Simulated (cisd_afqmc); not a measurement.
Input (AFQMC/CISD/cc-pV(D+d)Z; cisd_afqmc is a phaseless AFQMC code with CISD trial states that reads the integrals written by Ansatz): A basis named .json is the Basis Set Exchange file of that set.

Ansatz 0.2 input:
```python
import cisd_afqmc

open("ham.yaml", "w").write("""\
crystal:
  periodic: [false, false, false]
  atoms:
    - {symbol: Si, position_ang: [-0.00000000, -0.00000000, -1.07781535]}
    - {symbol: Cl, position_ang: [0.00000000, 0.00000000, 0.88761264]}
basis:
  gaussian:
    orbitals: cc-pV_D+d_Z.json
total_charge: 1
magnetization: {spin_polarized: false}
correlation: {method: ccsd, electrons: outside_noble_gas, hamiltonian_folder: ham}
""")
rep = cisd_afqmc.ansatz("ham.yaml")
e_ccsd = rep["correlation"]["coupled_cluster"]["energy"]["hartree"]
out = cisd_afqmc.run("ham", e_ccsd, trial="CISD", walkers=200, populations=8, threads=8, dt=0.005, steps=40, early=24, settle=10, least=32,
    cut=5e-5, rank_cut=2e-4, target=0.0004, seconds=1500, seed=1, memory=17280, gpu=False)
```

Output:

```
orbitals 36, occupied [5], factors 203 of 496, rank of the doubles 72 of 155
E(HF) = -748.168914
E(CCSD) on the cut factors = -748.393546, shift to the whole factors -0.000001
Energy of the trial state on the determinant = -748.393506
  tau behind 7.2 of longer steps, mean of the populations' last blocks
   2.0  -748.40287
   4.0  -748.40316
   6.0  -748.40268
   8.0  -748.40261
blocks 339 (0 outliers left out), error by blocks joined: 1: 0.00014, 2: 0.00018, 4: 0.00022, 8: 0.00027, 16: 0.00029
E(AFQMC/CISD) = -748.40279 +/- 0.00029
```
